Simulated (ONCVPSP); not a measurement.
**N (Z = 7), ONCV: configuration errors across variants**

ONCVPSP 4.0.1 input, shortened (lines: element, Z, core and valence counts, functional; n l f; lmax; l rc ep ncon nbas qcut; lloc lpopt rc5 dvloc0; l nproj debl; icmod fcfact rcfact), PBE, non-relativistic:

```
  N 7.00    1    2        4      upf
    1    0    2.00
    2    0    1.00
    2    1    4.00
    2
    0    1.00    0.00    3    5    7.20
    1    2.15    0.00    5    8    7.00
    2    1.65    0.03    5    9    4.90
    0    5    1.00    0.00
    0    0    4.00
    1    2    3.30
    2    3    1.60
    0    0.00    0.00
```

All-electron excitation energies from the reference (eV): (1) 2s2 2p3 -11.477; (2) 2s2 2p2 2.120; (3) 2s2 2p1 30.978; (4) 2s1 2p0 155.831.

A true bound ghost makes a file unfit for plane-wave use even where its test errors are small: the radial tests pick states by their node count and pass the ghost by.

Errors AE − PS in meV (a dash: test not solved or not reliable):

```
      change   (1)   (2)   (3)    (4)  bound ghosts  GHOST(+) flags above zero
        base  -3.1  +143  +697  +3510             d                          d
 p: qcut 5.4  -8.9  +201  +980  +4816             d                          d
 p: qcut 6.1  -5.7  +170  +827  +4136             d                          d
 p: qcut 7.2  -2.6  +138  +672  +3401             d                          d
 p: qcut 8.2  -1.1  +121  +590  +3020             d                          d
 p: qcut 9.5  +0.3  +105  +509  +2653             d                          d
p: qcut 10.5  +0.2  +107  +520  +2697             d                          d
```

**Question.** Give the same row for: p: qcut 4.6.

**Answer.** -15, +248, +1216, +5932; bound ghosts: d; GHOST(+) flags above zero: d.
